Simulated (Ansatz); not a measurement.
The pair A = CH4O (SMILES CO) (first 6 atoms), B = CH3I (SMILES CI); geometry from B3LYP-D3(BJ)/def2-TZVP.
(charge 0, multiplicity 1):
```xyz
11

C      0.6641     0.2762     0.2282
O     -0.6655     0.2888     0.7300
H      1.4043     0.4083     1.0249
H      0.7487     1.1087    -0.4690
H      0.8896    -0.6512    -0.3087
H     -0.7476    -0.4174     1.3828
C     -0.2552     1.5591     3.8046
I      0.0437    -0.5475     4.1822
H     -0.5243     1.6437     2.7575
H     -1.0523     1.8889     4.4604
H      0.6796     2.0586     4.0306
```

Correlated levels freeze the cores. Filled d and f shells under p-block atoms count as core.

Programs: Ansatz (Gaussian orbitals). Each number belongs to the level named beside it. In def2 rows elements past Kr take small-core potentials, without spin–orbit coupling.

Total energies (hartree), monomers frozen at their geometry in the pair:

| structure | PBE/def2-TZVPPD | B3LYP/def2-TZVPPD | CCSD(T)/def2-SVPD |
|---|---|---|---|
| AB | -453.2011190 | -453.5183335 | -451.8973550 |
| A in the pair's basis | -115.6343597 | -115.7804773 | -115.3556952 |
| B in the pair's basis | -337.5622698 | -337.7352568 | -336.5370216 |
| A | -115.6343107 | -115.7804287 | -115.3542088 |
| B | -337.5622305 | -337.7352148 | -336.5346663 |

Q: Work out the interaction energy without and with the counterpoise correction, and the superposition error, for each level.

A: 
E(AB) − E(A) − E(B), times 627.509 kcal/mol, with the monomers in their own basis and then in the pair's basis:
- PBE/def2-TZVPPD: -2.87 uncorrected, -2.82 corrected; the monomers gain 0.06 kcal/mol from borrowed functions
- B3LYP/def2-TZVPPD: -1.69 uncorrected, -1.63 corrected; the monomers gain 0.06 kcal/mol from borrowed functions
- CCSD(T)/def2-SVPD: -5.32 uncorrected, -2.91 corrected; the monomers gain 2.41 kcal/mol from borrowed functions

Ansatz is a quantum-chemistry and plane-wave program.
